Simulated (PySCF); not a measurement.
Sn(Br)(OMe) (CH3BrOSn), SMILES C[O][Sn][Br] (connectivity only; charge and spin as stated), neutral, multiplicity 1. Heavy atoms are numbered as in [Sn:1]([Br:2])[O:3][CH3:4]. Hydrogens are named by the atom that carries them.

The structure is a stationary point at PBE0-D3(BJ)/def2-SVP. The structure was generated by enumeration; whether it is a known compound was not checked. The def2 effective core potentials stand for the cores of Sn; spin–orbit coupling is left out. The values are those of a single conformer.

All values below come from PBE/def2-TZVP run with PySCF.

Atomic charges (e), one atom of each kind:

```tsv
atom	Mulliken	Löwdin
Sn1	0.67	0.27
Br2	-0.39	-0.06
O3	-0.45	-0.10
C4 (CH3)	-0.19	-0.42
H on C4	0.12	0.10
```
